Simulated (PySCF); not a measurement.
ClH3O2Si.

```xyz
7

Si     0.1562    -0.2814     0.4843
O     -0.8558    -1.5637     0.3402
O     -0.5697     0.8837     1.3990
Cl     0.5849     0.5741    -1.3551
H      1.4136    -0.8020     1.0510
H     -1.7709    -1.3781     0.1066
H     -0.3687     1.7998     1.1866
```

Geometry: PBE0-D3(BJ)/def2-SVP. One conformer was computed; it need not be the lowest.

The numbers are results of PBE0/pcSseg-1 in PySCF, not measurements. Non-relativistic, no solvent.

Computed absolute GIAO shielding of each atom: isotropic value and principal components (ppm):
```csv
atom,σ(iso),σ11,σ22,σ33,span
Si1,380.6,366.4,369.5,406.0,39.7
O2,263.0,228.3,262.1,298.7,70.5
O3,257.8,225.0,247.4,301.0,76.0
Cl4,854.3,739.9,785.0,1038.0,298.0
H5,26.3,22.6,23.6,32.6,10.1
H6,28.9,21.8,23.8,41.2,19.4
H7,29.4,21.7,25.3,41.0,19.3
```
